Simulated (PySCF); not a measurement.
CH4OSZn, SMILES [O](C)[Zn][SH]. Heavy atoms are numbered as in [Zn:1]([O:2][CH3:3])[SH:7]. Hydrogens are named by the atom that carries them.

Geometry: r2SCAN-D4/def2-SVP. One conformer was computed; it need not be the lowest.

Level of theory: B3LYP/pcSseg-1 run with PySCF.

GIAO shieldings, no solvent; atoms alike by connectivity are averaged. δ = σ(ref) − σ: ¹⁷O against H2O (σ = 333.8 ppm); ¹³C against TMS (σ = 181.3 ppm); ¹H against TMS (σ = 31.68 ppm); ³³S against H2S (σ = 695.8 ppm), references at their B3LYP-D3(BJ)/def2-TZVP geometries, non-relativistic.

```
nucleus     atoms  count  δ (ppm)
-------  --------  -----  -------
¹⁷O            O2      1     33.9
¹³C      C3 (CH3)      1     62.2
¹H        H on C3      3     4.46
¹H        H on S7      1    -0.49
³³S       S7 (SH)      1   -113.7
```
